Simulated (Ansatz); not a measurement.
Name a neutral molecule of B, Cl, O, Si and H with HOMO–LUMO gap (ωB97M-V/def2-TZVPP) between 10.15 and 10.45 eV and LUMO energy (PBE0/def2-TZVPP) between -1.25 and -0.95 eV (Ansatz, PBE0-D4/def2-TZVP geometry).

`ClB1O[SiH2]1` (10.19 eV, -1.10 eV); `B[Si](O)([SiH3])Cl` (10.39 eV, -1.14 eV). Other molecules can fit too; these were computed, each in one conformer that needn't be the lowest.
